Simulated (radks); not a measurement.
The numbers below are computed, except where a source is named.
Valence configurations of Xe II (all share [Kr]). Level of theory: Dirac Kohn-Sham, PBE, spin-unpolarised, spherical densities, point nucleus; open shells are shared between the two j in proportion to 2j + 1 (a radial shooting solver on a logarithmic mesh with Libxc functionals). Energies are relative to 4d10 5s2 5p5; eigenvalues in eV.

valence           E (eV)  e(4d3/2)  e(4d5/2)  e(5p1/2)  e(5p3/2)  e(5s1/2)
4d10 5s2 5p5       0.000   -70.527   -68.540   -17.957   -16.576   -29.048
4d9 5s2 5p6       55.077   -77.555   -75.492   -19.487   -17.946   -31.185
4d10 5s1.5 5p5.5   6.025   -71.182   -69.192   -18.258   -16.859   -29.413
4d10 5s1 5p6      12.087   -71.828   -69.836   -18.554   -17.136   -29.771
4d9.5 5s2 5p5.5   26.843   -74.044   -72.019   -18.727   -17.266   -30.126

NIST lists [Kr] 4d10 5s2 5p5 as the ground configuration; this level of theory agrees among the configurations tried. The energies are those of spherical spin-averaged densities, not of single terms.
